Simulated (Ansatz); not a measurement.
`[SiH3][GeH]([SiH3])[Cl]` + H₂ → `[SiH3][GeH2][Cl]` + SiH₄ at 400 K and 1 bar (hydrogenolysis of a Ge–Si bond).

Calculated with Ansatz (gas phase, PBE0-D4/def2-TZVP geometries, no zero-point term in ΔE). CCSD(T)/CBS is the MP2 limit (def2-TZVPP, def2-QZVPP) plus CCSD(T) − MP2 in def2-TZVPP, frozen cores. This one scheme is used for every species. For Ge outer-core shells are correlated without core-valence functions, which leaves a few kJ/mol of doubt a bond. Scalar relativity is left out up to krypton.

| species | CCSD(T)/CBS energy (Eh) | H − E (kJ/mol) | S (J/(mol·K)) |
| --- | --- | --- | --- |
| `[SiH3][GeH]([SiH3])[Cl]` | -3118.29543 | 196.1 | 443.7 |
| H₂ | -1.17544 | 38.0 | 139.0 |
| `[SiH3][GeH2][Cl]` | -2828.00643 | 139.1 | 367.0 |
| SiH₄ | -291.46306 | 96.9 | 218.6 |

H − E and S are ideal-gas, rigid-rotor, harmonic terms from PBE0-D4/def2-TZVP. For small species the MP2-based limit differs from directly extrapolated CCSD(T) by up to some mEh (0.8 for H₂); such offsets cancel only in part. 1 Eh = 2625.50 kJ/mol, R = 8.31446 J/(mol·K).

Task: By hand: ΔE, ΔH, ΔS and ΔG.

Result: ΔE = (-2828.00643) + (-291.46306) − (-3118.29543) − (-1.17544) = 0.00138 Eh = 3.6 kJ/mol. Δ(H − E) = 139.1 + 96.9 − 196.1 − 38.0 = 1.9, so ΔH = 5.5 kJ/mol. ΔS = 367.0 + 218.6 − 443.7 − 139.0 = 2.9 J/(mol·K). ΔG = 5.5 − 400 × (2.9)/1000 = 4.3 kJ/mol.

Task: By hand: the equilibrium constant, and the temperature at which ΔG would vanish if ΔH and ΔS stayed fixed.

Result: log₁₀ K = −ΔG/(RT ln 10) = -0.6. ΔG = 0 at ΔH/ΔS = 1897 K, though so small a ΔH makes that figure unsure.

The number of gas molecules stays the same, so ΔS is small and ΔH decides. The sign of ΔG lies within the doubt. A doubt of 5 kJ/mol in ΔE shifts log₁₀ K by 0.7 here. These are equilibria of isolated gas molecules and say nothing of rates. Largest T1 diagnostic: 0.012 (customary marks: 0.02 for closed shells, 0.045 for open ones).
